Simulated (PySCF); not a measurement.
C6H9O, SMILES O=C1C[CH]CCC1, multiplicity 2. Geometry: PBE-D3(BJ)/def2-SVP. The isomer is the one that the SMILES or the coordinates give; other isomers of the formula were not compared. Other conformers were not sampled.

Computed equilibrium geometry at PBE-D3(BJ)/def2-SVP (PySCF confirms it by a frequency run) as bond lengths and angles (one conformer of several):
Atoms: O1 C2 C3 C4 C5 C6 C7 H8 H9 H10 H11 H12 H13 H14 H15 H16. Bond lengths (Å): O1–C2 1.217, C2–C3 1.546, C2–C7 1.526, C3–C4 1.492, C3–H8 1.106, C3–H9 1.121, C4–C5 1.493, C4–H10 1.100, C5–C6 1.548, C5–H11 1.108, C5–H12 1.119, C6–C7 1.540, C6–H13 1.111, C6–H14 1.111, C7–H15 1.107, C7–H16 1.115. Angles (°): O1–C2–C3 122.5, O1–C2–C7 123.6, C3–C2–C7 114.0, C2–C3–C4 109.5, C2–C3–H8 108.5, C2–C3–H9 105.6, C4–C3–H8 114.0, C4–C3–H9 110.9, H8–C3–H9 108.0, C3–C4–C5 117.2, C3–C4–H10 120.0, C5–C4–H10 121.2, C4–C5–C6 110.3, C4–C5–H11 111.7, C4–C5–H12 110.1, C6–C5–H11 110.3, C6–C5–H12 107.7, H11–C5–H12 106.6, C5–C6–C7 111.4, C5–C6–H13 109.0, C5–C6–H14 110.5, C7–C6–H13 109.0, C7–C6–H14 109.9, H13–C6–H14 106.9, C2–C7–C6 112.3, C2–C7–H15 108.2, C2–C7–H16 107.0, C6–C7–H15 112.3, C6–C7–H16 109.0, H15–C7–H16 107.8.
Charge 0, spin multiplicity 2.
